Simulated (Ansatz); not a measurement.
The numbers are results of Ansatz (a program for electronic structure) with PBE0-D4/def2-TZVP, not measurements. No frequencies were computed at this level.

Ansatz 0.2 input:
```yaml
crystal:
  periodic: [false, false, false]
  atoms:
    - { symbol: C, position_ang: [1.742487, -0.086492, 0.279216] }
    - { symbol: C, position_ang: [0.519503, -0.216034, -0.534724] }
    - { symbol: C, position_ang: [-0.729058, -0.258682, 0.289926] }
    - { symbol: C, position_ang: [-1.777821, 0.517104, 0.094747] }
    - { symbol: H, position_ang: [2.680227, 0.13455, -0.191171] }
    - { symbol: H, position_ang: [1.722562, -0.264169, 1.335648] }
    - { symbol: H, position_ang: [0.568505, -1.148639, -1.126414] }
    - { symbol: H, position_ang: [0.462336, 0.595886, -1.270536] }
    - { symbol: H, position_ang: [-0.726309, -0.986583, 1.090711] }
    - { symbol: H, position_ang: [-2.658388, 0.45459, 0.711424] }
    - { symbol: H, position_ang: [-1.801942, 1.251005, -0.694641] }
basis:
  gaussian: { orbitals: def2-tzvp }
hamiltonian:
  xc: pbe0
  dispersion: d4
relax:
  max_steps: 150
magnetization:
  spin_polarized: true
  initial_magnetization: 1
```

Output:

```
[...]
these checks for a lower state are left out or cut short: starts, cluster_reference, orbital_swaps, neighbouring_geometries, increment
1028 factors; their error is unknown
mean field -4256.00204803 eV, -156.4051904434 hartree, gradient 1.5e-5 eV, S^2 0.755192; 0 other end points of the search recorded, 0 dependent functions left out
reference -4256.00207861 eV, -156.4051915672 hartree; 16, 15 occupied and 150, 151 virtual orbitals, 1028 factors
relax step   5: F+E_penalty+E_count = -4256.14517056 eV  Δ(F+E_penalty+E_count) = -6.894e-4 eV  max|allowed force component| = 2.489e-2 eV/Å  Δτ_max = 0.0465 Å  (34 SCF iters, accepted)
these checks for a lower state are left out or cut short: starts, cluster_reference, orbital_swaps, neighbouring_geometries, increment
1028 factors; their error is unknown
mean field -4256.00236286 eV, -156.4052020132 hartree, gradient 1.3e-5 eV, S^2 0.755193; 0 other end points of the search recorded, 0 dependent functions left out
reference -4256.00239340 eV, -156.4052031355 hartree; 16, 15 occupied and 150, 151 virtual orbitals, 1028 factors
relax step   6: F+E_penalty+E_count = -4256.14554665 eV  Δ(F+E_penalty+E_count) = -3.761e-4 eV  max|allowed force component| = 4.017e-2 eV/Å  Δτ_max = 0.0335 Å  (35 SCF iters, accepted)
these checks for a lower state are left out or cut short: starts, cluster_reference, orbital_swaps, neighbouring_geometries, increment
1028 factors; their error is unknown
mean field -4256.00215138 eV, -156.4051942412 hartree, gradient 2.1e-5 eV, S^2 0.755227; 0 other end points of the search recorded, 0 dependent functions left out
reference -4256.00218182 eV, -156.4051953602 hartree; 16, 15 occupied and 150, 151 virtual orbitals, 1028 factors
relax step   7: F+E_penalty+E_count = -4256.14552114 eV  Δ(F+E_penalty+E_count) = +2.552e-5 eV  max|allowed force component| = 2.670e-1 eV/Å  Δτ_max = 0.1174 Å  (35 SCF iters, rejected (line search))
these checks for a lower state are left out or cut short: starts, cluster_reference, orbital_swaps, neighbouring_geometries, increment
1028 factors; their error is unknown
mean field evaluation 64: about -4256.0028 eV, gradient 1.4e0 eV
mean field -4256.00318690 eV, -156.4052322960 hartree, gradient 1.8e-5 eV, S^2 0.755191; 0 other end points of the search recorded, 0 dependent functions left out
reference -4256.00321736 eV, -156.4052334155 hartree; 16, 15 occupied and 150, 151 virtual orbitals, 1028 factors
relax step   8: F+E_penalty+E_count = -4256.14641828 eV  Δ(F+E_penalty+E_count) = -8.716e-4 eV  max|allowed force component| = 3.585e-2 eV/Å  Δτ_max = 0.0587 Å  (36 SCF iters, accepted)
these checks for a lower state are left out or cut short: starts, cluster_reference, orbital_swaps, neighbouring_geometries, increment
1028 factors; their error is unknown
mean field -4256.00375709 eV, -156.4052532502 hartree, gradient 1.8e-5 eV, S^2 0.755216; 0 other end points of the search recorded, 0 dependent functions left out
reference -4256.00378762 eV, -156.4052543719 hartree; 16, 15 occupied and 150, 151 virtual orbitals, 1028 factors
relax step   9: F+E_penalty+E_count = -4256.14707190 eV  Δ(F+E_penalty+E_count) = -6.536e-4 eV  max|allowed force component| = 2.205e-1 eV/Å  Δτ_max = 0.0976 Å  (37 SCF iters, accepted)
these checks for a lower state are left out or cut short: starts, cluster_reference, orbital_swaps, neighbouring_geometries, increment
1028 factors; their error is unknown
mean field -4256.00395343 eV, -156.4052604653 hartree, gradient 2.3e-5 eV, S^2 0.755199; 0 other end points of the search recorded, 0 dependent functions left out
reference -4256.00398403 eV, -156.4052615900 hartree; 16, 15 occupied and 150, 151 virtual orbitals, 1028 factors
relax step  10: F+E_penalty+E_count = -4256.14727053 eV  Δ(F+E_penalty+E_count) = -1.986e-4 eV  max|allowed force component| = 1.660e-1 eV/Å  Δτ_max = 0.0266 Å  (35 SCF iters, accepted)
these checks for a lower state are left out or cut short: starts, cluster_reference, orbital_swaps, neighbouring_geometries, increment
1028 factors; their error is unknown
mean field -4256.00626416 eV, -156.4053453832 hartree, gradient 1.8e-5 eV, S^2 0.755123; 0 other end points of the search recorded, 0 dependent functions left out
reference -4256.00629502 eV, -156.4053465173 hartree; 16, 15 occupied and 150, 151 virtual orbitals, 1028 factors
relax step  11: F+E_penalty+E_count = -4256.14934353 eV  Δ(F+E_penalty+E_count) = -2.073e-3 eV  max|allowed force component| = 1.211e-1 eV/Å  Δτ_max = 0.2000 Å  (39 SCF iters, accepted)
these checks for a lower state are left out or cut short: starts, cluster_reference, orbital_swaps, neighbouring_geometries, increment
1028 factors; their error is unknown
mean field evaluation 96: about -4256.0048 eV, gradient 3.6e-1 eV
mean field -4256.00526291 eV, -156.4053085879 hartree, gradient 1.8e-5 eV, S^2 0.755091; 0 other end points of the search recorded, 0 dependent functions left out
reference -4256.00529347 eV, -156.4053097110 hartree; 16, 15 occupied and 150, 151 virtual orbitals, 1028 factors
relax step  12: F+E_penalty+E_count = -4256.14858789 eV  Δ(F+E_penalty+E_count) = +7.556e-4 eV  max|allowed force component| = 1.209e-1 eV/Å  Δτ_max = 0.1021 Å  (37 SCF iters, rejected (line search))
these checks for a lower state are left out or cut short: starts, cluster_reference, orbital_swaps, neighbouring_geometries, increment
1028 factors; their error is unknown
mean field -4256.00960307 eV, -156.4054680859 hartree, gradient 1.4e-5 eV, S^2 0.755103; 0 other end points of the search recorded, 0 dependent functions left out
reference -4256.00963382 eV, -156.4054692160 hartree; 16, 15 occupied and 150, 151 virtual orbitals, 1028 factors
relax step  13: F+E_penalty+E_count = -4256.15279925 eV  Δ(F+E_penalty+E_count) = -3.456e-3 eV  max|allowed force component| = 4.774e-2 eV/Å  Δτ_max = 0.0488 Å  (35 SCF iters, accepted)
these checks for a lower state are left out or cut short: starts, cluster_reference, orbital_swaps, neighbouring_geometries, increment
1028 factors; their error is unknown
mean field -4256.01025108 eV, -156.4054918999 hartree, gradient 1.8e-5 eV, S^2 0.755095; 0 other end points of the search recorded, 0 dependent functions left out
reference -4256.01028166 eV, -156.4054930238 hartree; 16, 15 occupied and 150, 151 virtual orbitals, 1028 factors
relax step  14: F+E_penalty+E_count = -4256.15349980 eV  Δ(F+E_penalty+E_count) = -7.005e-4 eV  max|allowed force component| = 8.670e-2 eV/Å  Δτ_max = 0.0429 Å  (37 SCF iters, accepted)
these checks for a lower state are left out or cut short: starts, cluster_reference, orbital_swaps, neighbouring_geometries, increment
1028 factors; their error is unknown
mean field -4256.01178285 eV, -156.4055481914 hartree, gradient 2.1e-5 eV, S^2 0.755060; 0 other end points of the search recorded, 0 dependent functions left out
reference -4256.01181318 eV, -156.4055493061 hartree; 16, 15 occupied and 150, 151 virtual orbitals, 1028 factors
relax step  15: F+E_penalty+E_count = -4256.15505675 eV  Δ(F+E_penalty+E_count) = -1.557e-3 eV  max|allowed force component| = 7.296e-2 eV/Å  Δτ_max = 0.1009 Å  (37 SCF iters, accepted)
these checks for a lower state are left out or cut short: starts, cluster_reference, orbital_swaps, neighbouring_geometries, increment
1028 factors; their error is unknown
mean field evaluation 128: about -4256.0123 eV, gradient 1.8e-5 eV
mean field -4256.01227845 eV, -156.4055664045 hartree, gradient 1.8e-5 eV, S^2 0.755067; 0 other end points of the search recorded, 0 dependent functions left out
reference -4256.01230874 eV, -156.4055675173 hartree; 16, 15 occupied and 150, 151 virtual orbitals, 1028 factors
relax step  16: F+E_penalty+E_count = -4256.15566413 eV  Δ(F+E_penalty+E_count) = -6.074e-4 eV  max|allowed force component| = 9.258e-2 eV/Å  Δτ_max = 0.0510 Å  (36 SCF iters, accepted)
these checks for a lower state are left out or cut short: starts, cluster_reference, orbital_swaps, neighbouring_geometries, increment
1028 factors; their error is unknown
mean field -4256.01253094 eV, -156.4055756831 hartree, gradient 1.3e-5 eV, S^2 0.755066; 0 other end points of the search recorded, 0 dependent functions left out
reference -4256.01256122 eV, -156.4055767960 hartree; 16, 15 occupied and 150, 151 virtual orbitals, 1028 factors
relax step  17: F+E_penalty+E_count = -4256.15596902 eV  Δ(F+E_penalty+E_count) = -3.049e-4 eV  max|allowed force component| = 6.621e-2 eV/Å  Δτ_max = 0.0070 Å  (36 SCF iters, accepted)
these checks for a lower state are left out or cut short: starts, cluster_reference, orbital_swaps, neighbouring_geometries, increment
1028 factors; their error is unknown
mean field -4256.01074968 eV, -156.4055102229 hartree, gradient 2.0e-5 eV, S^2 0.755063; 0 other end points of the search recorded, 0 dependent functions left out
reference -4256.01077995 eV, -156.4055113354 hartree; 16, 15 occupied and 150, 151 virtual orbitals, 1028 factors
relax step  18: F+E_penalty+E_count = -4256.15434739 eV  Δ(F+E_penalty+E_count) = +1.622e-3 eV  max|allowed force component| = 3.735e-1 eV/Å  Δτ_max = 0.0371 Å  (38 SCF iters, rejected (line search))
these checks for a lower state are left out or cut short: starts, cluster_reference, orbital_swaps, neighbouring_geometries, increment
1028 factors; their error is unknown
mean field -4256.01279141 eV, -156.4055852551 hartree, gradient 1.9e-5 eV, S^2 0.755056; 0 other end points of the search recorded, 0 dependent functions left out
reference -4256.01282168 eV, -156.4055863677 hartree; 16, 15 occupied and 150, 151 virtual orbitals, 1028 factors
relax step  19: F+E_penalty+E_count = -4256.15631518 eV  Δ(F+E_penalty+E_count) = -3.462e-4 eV  max|allowed force component| = 1.029e-2 eV/Å  Δτ_max = 0.0182 Å  (35 SCF iters, accepted)
these checks for a lower state are left out or cut short: starts, cluster_reference, orbital_swaps, neighbouring_geometries, increment
1028 factors; their error is unknown
mean field -4256.01280142 eV, -156.4055856231 hartree, gradient 1.8e-5 eV, S^2 0.755060; 0 other end points of the search recorded, 0 dependent functions left out
reference -4256.01283170 eV, -156.4055867359 hartree; 16, 15 occupied and 150, 151 virtual orbitals, 1028 factors
relax step  20: F+E_penalty+E_count = -4256.15640340 eV  Δ(F+E_penalty+E_count) = -8.823e-5 eV  max|allowed force component| = 2.842e-2 eV/Å  Δτ_max = 0.0341 Å  (37 SCF iters, accepted)
these checks for a lower state are left out or cut short: starts, cluster_reference, orbital_swaps, neighbouring_geometries, increment
1028 factors; their error is unknown
mean field evaluation 160: about -4256.0128 eV, gradient 3.1e-4 eV
mean field -4256.01282713 eV, -156.4055865678 hartree, gradient 1.0e-5 eV, S^2 0.755060; 0 other end points of the search recorded, 0 dependent functions left out
reference -4256.01285741 eV, -156.4055876806 hartree; 16, 15 occupied and 150, 151 virtual orbitals, 1028 factors
relax step  21: F+E_penalty+E_count = -4256.15645044 eV  Δ(F+E_penalty+E_count) = -4.703e-5 eV  max|allowed force component| = 1.564e-2 eV/Å  Δτ_max = 0.0055 Å  (36 SCF iters, accepted)
these checks for a lower state are left out or cut short: starts, cluster_reference, orbital_swaps, neighbouring_geometries, increment
1028 factors; their error is unknown
mean field -4256.01288568 eV, -156.4055887196 hartree, gradient 1.3e-5 eV, S^2 0.755055; 0 other end points of the search recorded, 0 dependent functions left out
reference -4256.01291596 eV, -156.4055898325 hartree; 16, 15 occupied and 150, 151 virtual orbitals, 1028 factors
relax step  22: F+E_penalty+E_count = -4256.15648014 eV  Δ(F+E_penalty+E_count) = -2.970e-5 eV  max|allowed force component| = 1.025e-2 eV/Å  Δτ_max = 0.0126 Å  (36 SCF iters, accepted)
these checks for a lower state are left out or cut short: starts, cluster_reference, orbital_swaps, neighbouring_geometries, increment
1028 factors; their error is unknown
mean field -4256.01287677 eV, -156.4055883922 hartree, gradient 1.1e-5 eV, S^2 0.755053; 0 other end points of the search recorded, 0 dependent functions left out
reference -4256.01290706 eV, -156.4055895052 hartree; 16, 15 occupied and 150, 151 virtual orbitals, 1028 factors
relax step  23: F+E_penalty+E_count = -4256.15648178 eV  Δ(F+E_penalty+E_count) = -1.642e-6 eV  max|allowed force component| = 6.768e-3 eV/Å  Δτ_max = 0.0053 Å  (37 SCF iters, accepted)
1028 factors; their error is unknown
mean field evaluation 192: about -4256.0293 eV, gradient 6.2e-2 eV
mean field -4256.01287677 eV, -156.4055883922 hartree, gradient 1.5e-5 eV, S^2 0.755053; 1 other end points of the search recorded, 0 dependent functions left out
reference -4256.01290706 eV, -156.4055895052 hartree; 16, 15 occupied and 150, 151 virtual orbitals, 1028 factors
Total energy: -4256.15651207 eV, -156.4108668920 hartree
Atom 0 at     1.728615    -0.082427     0.292478 Å, force    -0.000524     0.000340    -0.000555 eV/Å
Atom 1 at     0.523048    -0.221743    -0.562720 Å, force    -0.006768    -0.002417     0.000321 eV/Å
Atom 2 at    -0.744203    -0.343273     0.223700 Å, force    -0.000267     0.006343    -0.003690 eV/Å
Atom 3 at    -1.760935     0.504075     0.158272 Å, force     0.003752    -0.002337     0.002499 eV/Å
Atom 4 at     2.701797    -0.396851    -0.062147 Å, force     0.003353    -0.000446    -0.000154 eV/Å
Atom 5 at     1.672741     0.452099     1.232404 Å, force     0.001241     0.002116     0.003678 eV/Å
Atom 6 at     0.637684    -1.100142    -1.210913 Å, force    -0.001149     0.000904     0.000259 eV/Å
Atom 7 at     0.433560     0.638219    -1.246333 Å, force     0.001543    -0.000192     0.001229 eV/Å
Atom 8 at    -0.800116    -1.191799     0.902800 Å, force    -0.000119    -0.004303    -0.002131 eV/Å
Atom 9 at    -2.653684     0.367494     0.757359 Å, force     0.000648     0.002132     0.002184 eV/Å
Atom 10 at    -1.736405     1.366885    -0.500714 Å, force    -0.001710    -0.002139    -0.003640 eV/Å
Dipole moment:     0.032147    -0.011374    -0.053717 e Å
```

Cost: very roughly 110 core-seconds.
